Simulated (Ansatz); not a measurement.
Compare A (`CN[AsH]N`) with its isomer B (`C[As](N)N`).

Calculated with Ansatz (gas phase, PBE0-D4/def2-TZVP geometries, no zero-point term in ΔE). CCSD(T)/CBS is the MP2 limit (def2-TZVPP, def2-QZVPP) plus CCSD(T) − MP2 in def2-TZVPP, frozen cores. DFT in def2-TZVPP. B3LYP here is the variant with VWN-RPA as its local correlation; programs differ in this. For As outer-core shells are correlated without core-valence functions, which leaves a few kJ/mol of doubt a bond. Scalar relativity is left out up to krypton. Each species was taken in one conformer, which may not be the lowest.

A:

```xyz
11

C     1.434   -0.471   -1.155
N     0.307    0.233   -0.583
As   -0.120   -0.129    1.170
N    -1.569    1.029    1.247
H     1.757    0.024   -2.076
H     1.245   -1.529   -1.391
H     2.276   -0.436   -0.458
H    -0.507    0.242   -1.184
H    -1.039   -1.363    1.010
H    -2.407    0.573    1.582
H    -1.377    1.827    1.837
```

B:

```xyz
11

C    -0.6568   -1.2567   -0.3575
As    0.5762    0.1986   -0.7798
N    -0.7051    1.5227   -0.6547
N     1.3902    0.2738    0.8923
H    -0.1049   -2.1944   -0.2816
H    -1.3977   -1.3369   -1.1526
H    -1.1697   -1.0576    0.5870
H    -0.3195    2.4235   -0.9062
H    -1.1006    1.5991    0.2759
H     2.3986    0.2672    0.8340
H     1.0893   -0.4393    1.5433
```

Question: Which isomer does CCSD(T)/CBS put lower? Give the gap. (Best estimate.)

Answer: Computed: B, by 18.7 kcal/mol.

Question: Give E(B) − E(A) in kcal/mol with B3LYP-D4, CCSD/def2-TZVPP, PBE-D4, B3LYP, MP2/def2-TZVPP, B2PLYP, r2SCAN-D4. (Estimate.)

Answer: The calculation gave: B3LYP-D4 -17.3, CCSD/def2-TZVPP -18.4, PBE-D4 -17.4, B3LYP -16.8, MP2/def2-TZVPP -20.1, B2PLYP -18.0, r2SCAN-D4 -18.4. None reverses the order clearly.

Question: Does the order hold for the free energy at 298.15 K (harmonic terms from PBE0-D4)? (An estimate is asked.)

Answer: The calculation gave: Yes: G(B) − G(A) = -18.1 kcal/mol, for one conformer each.

Largest T1 diagnostic: 0.011.

In def2-TZVPP, CCSD(T) changes the Hartree–Fock value by −2.3 kcal/mol (the triples alone add −0.3 kcal/mol) and MP2 by −3.7 kcal/mol. At CCSD(T), def2-SVP lies +5.0 kcal/mol from the extrapolated value and def2-TZVPP −0.0 kcal/mol.
